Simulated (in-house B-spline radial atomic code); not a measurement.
A fraction x of an electron is moved 3p → 3d in S IV (S3+), starting from [Ne] 3s2 3p1 and keeping the highest spin. All numbers are computed (scalar-relativistic (X2C) PW91, spin-polarised, spherical fractional occupations; Fermi nucleus of rms radius 3.2611 fm) with a radial B-spline atomic code at the basis-set limit, not measured.

| x | E(x) - E(0) (eV) | 3p up level (eV) | 3d up level (eV) |
| --- | --- | --- | --- |
| 0 | 0.0000 | -41.068 | - |
| 0.125 | 2.0413 | -41.188 | -24.852 |
| 0.25 | 4.0842 | -41.306 | -24.956 |
| 0.375 | 6.1289 | -41.423 | -25.057 |
| 0.5 | 8.1755 | -41.538 | -25.158 |
| 0.625 | ? | ? | ? |
| 0.75 | ? | ? | ? |
| 0.875 | 14.3246 | -41.873 | -25.460 |
| 1 | 16.3769 | - | -25.560 |

(1) What belongs in the row x = 0.625?

(2) What belongs in the row x = 0.75?

(3) Check Janak's theorem between x = 0.125 and 0.25.

Results:

(1) An energy change of 10.2238 eV; 3p up at -41.651 eV, 3d up at -25.259 eV.

(2) An energy change of 12.2735 eV; 3p up at -41.763 eV, 3d up at -25.360 eV.

(3) The slope of the energy is 16.34 eV; the orbital levels give 16.34 eV (ε of the receiving orbital less ε of the emptying one, averaged over the two points).
